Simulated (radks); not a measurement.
These are the eigenvalues of the occupied orbitals of an atom or ion with whole-number occupations (hartree). Calculated with a radial shooting solver on a logarithmic mesh with Libxc functionals: non-relativistic Kohn-Sham, LDA (Slater exchange, Perdew-Wang correlation), spin-unpolarised, spherical densities, point nucleus.

| orbital | eigenvalue |
|---|---|
| 1s | -4.24802 |
| 2s | -0.47138 |
| 6f | -0.01058 |

Which element is it, and in what charge state? The configuration may be excited.

Answer. Z = 4, beryllium, charge 0: Be in [He] 2s1 6f1. The list shows which subshells hold electrons but not how many an open one holds; the 1s level, -4.248 hartree, gives Z - s = 2.9 by -(Z - s)^2/2, which with screening narrows Z to a few neighbours, and the depths of the outer levels then fix element, charge and occupations together.
